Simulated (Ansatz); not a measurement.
The same path of BCl2H2N + H2 (8 atoms, charge 0, multiplicity 1) was run 3 times with different band settings. Lost on the way: H7–H8. Made: B1–H7, N2–H8.

All numbers below come from Ansatz 0.2.0, RKS PBE-D4/6-31G*.

Relaxed end points:

```xyz
8
Properties=species:S:1:pos:R:3
B 0.100 -0.703 0.158
N 0.018 -0.274 1.487
H -0.856 -0.278 2.009
H 0.830 0.052 2.006
Cl 1.661 -0.675 -0.691
Cl -1.360 -1.266 -0.686
H -0.665 3.166 1.254
H -0.519 2.431 1.194
```

```xyz
8
Properties=species:S:1:pos:R:3
B -0.019 0.445 0.055
N -0.169 0.331 1.683
H -0.293 -0.657 1.952
H 0.673 0.690 2.154
Cl 1.497 -0.552 -0.321
Cl -1.598 -0.277 -0.591
H 0.109 1.615 -0.214
H -0.991 0.859 2.012
```

Common settings: movable images 7; climbing image yes; optimiser quadratic models (default); start path through a guess of the saddle point; force threshold 0.05 eV/Å; iteration limit 60; end points relaxed.

| run | spring |
| --- | --- |
| 1 | 5.0 eV/Å² |
| 2 | 2.0 to 10.0 eV/Å², energy-weighted |
| 3 | 0.1 eV/Å² |

Task: What does each run give, and how far can it be trusted?

Result: Run 1: converged after 16 iterations, highest image 1.746 eV above the first end. The profile has 2 maxima (images 4, 6) with wells between them (image 5): this band takes more than one step, which may be the mechanism or a detour left from its start path. Neighbouring images differ by up to 1.7 eV, so the band resolves the path poorly. A vibrational analysis at the climbing image gives one clearly imaginary mode, 1315i cm⁻¹: a first-order saddle point.
Run 2: converged after 14 iterations, highest image 1.746 eV above the first end. Another band between the same ends (7 images) ends at a top of the same energy, where a vibrational analysis finds 1 clearly imaginary mode.
Run 3: converged after 15 iterations, highest image 1.746 eV above the first end. Neighbouring images differ by up to 1.4 eV, so the band resolves the path poorly. Another band between the same ends (7 images) ends at a top of the same energy, where a vibrational analysis finds 1 clearly imaginary mode.
The orbitals stay closed-shell, which can raise the energy where a bond breaks towards radicals; this wasn't checked here.
